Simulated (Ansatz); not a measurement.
```yaml
crystal:
  periodic: [false, false, false]
  atoms:
    - {symbol: C, position_ang: [-0.388972, 1.096646, -0.938672]}
    - {symbol: C, position_ang: [-0.253224, -0.369555, -0.642059]}
    - {symbol: O, position_ang: [-0.570799, -1.222927, -1.427607]}
    - {symbol: Ge, position_ang: [0.494876, -0.895453, 1.158153]}
    - {symbol: H, position_ang: [0.589353, 1.580213, -0.856852]}
    - {symbol: H, position_ang: [-1.034619, 1.564214, -0.188798]}
    - {symbol: H, position_ang: [-0.801339, 1.249780, -1.936635]}
    - {symbol: H, position_ang: [0.557154, -2.424010, 1.226800]}
    - {symbol: H, position_ang: [-0.408221, -0.341145, 2.274720]}
    - {symbol: H, position_ang: [1.898792, -0.289064, 1.333848]}
basis:
  gaussian: {orbitals: STO-3G}
total_charge: -1
magnetization: {spin_polarized: false, initial_magnetization: 1}
hamiltonian: {xc: {name: r2SCAN50}, dispersion: d3bj, pseudopotentials: {relativity: scalar}}
```

```sh
$ ansatz run in.yaml --threads 4 --pin off --events-out ev --progress --plain --max-ram 10444MiB
```

It prints (some lines left out):

```
Warning: the engine holds no damping parameters fitted to this dispersion correction and functional, so the run takes those fitted to r2scan50 beside the three-body term, which d3bj leaves out (hamiltonian.dispersion, under Limitations)
Functional definition: r2SCAN50
480 factors; integrals over basis functions are off by at most 3.3e-5 eV
mean field evaluation 1: about -60483.7944 eV, gradient 2.2e1 eV
mean field evaluation 2: about -60483.8404 eV, gradient 2.3e1 eV
mean field evaluation 4: about -60486.0037 eV, gradient 1.7e0 eV
mean field evaluation 8: about -60486.0238 eV, gradient 1.6e-1 eV
mean field -60486.02390134 eV, -2222.8203794749 hartree, gradient 6.8e-5 eV, S^2 0.750000; 0 other end points of the search recorded, 0 dependent functions left out
reference -60486.02390501 eV, -2222.8203796095 hartree; 30, 29 occupied and 9, 10 virtual orbitals, 480 factors
Total energy: -60486.09038509 eV, -2222.8228227076 hartree
Relativity: scalar
```

Run time 1.4 s (4 threads of an Arm Neoverse V2 on a shared host); peak host memory 0.41 GiB.
